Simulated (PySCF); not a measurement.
# Identify the compound

An unknown has the formula C3H11B2N. Its calculated NMR data are:

1H NMR (500 MHz, computed): δ 6.20 (br s, 1H), 5.67 (br, 1H), 0.58 (s, 6H), 0.57 (s, 3H).

13C{1H} NMR (computed): δ 9.3 (CH3), 8.5 (CH3).

PySCF 2.14.0 with density-fitted response routines calculation with NMR shieldings at B3LYP/pcSseg-2/GIAO, geometry from PBE0-D3(BJ)/def2-SVP and J couplings at B3LYP/pcJ-1 (spin–dipole term only in couplings to heteroatoms); one computed conformer, rapidly exchanging positions averaged, non-relativistic, in vacuum.

References, each an isolated molecule treated in the same way: TMS for 1H, 13C.

Task: Which candidate is it?
A. BNBC(C)C
B. CBCBNC
C. CBNB(C)C
D. BCB(C)NC

Result: C. 

1. 2 carbon signals for 3 carbons: some carbons are equivalent by symmetry or fast rotation.
2. Carbon types of the structure: 3 × CH3, leaving 2 H on heteroatoms.
3. δC 9.3, 8.5: methyl carbon bonded to B.
4. δH 6.20: hydrogen on a nitrogen bonded to 2 B; labile proton, position sensitive to the medium.
5. δH 5.67: hydrogen on a boron bonded to C, N.
6. δH 0.58, 0.57: hydrogen on a methyl carbon bonded to B.
7. The protons at 0.57 and 5.67 share a coupling of 4.4 Hz (vicinal).

The others: BCB(C)NC would give 3 carbon signals, not 2; CBCBNC would give 3 carbon signals, not 2; BNBC(C)C would give 4 signals for carbon-bound and other non-exchanging H, not 3.

Exchangeable OH/NH protons stand at their gas-phase positions; hydrogen bonding in a real sample shifts them, mostly to higher δ. Hydrogens on boron are broadened and split by 11B (spin 3/2, 80 %) and 10B (spin 3). A carbon bonded to boron is broadened by the quadrupolar boron nucleus and is often missing from a measured spectrum. Shifts are as computed. Against solution values, carbons near 30 ppm lie about +3 ppm off and those near 130 ppm about +8 ppm. Of 1313 compounds with measured shifts, 239 miss one by over three times the rms of a fit or turn the order of signals round; such compounds aren't used in these exercises. Couplings to exchangeable protons are dropped.
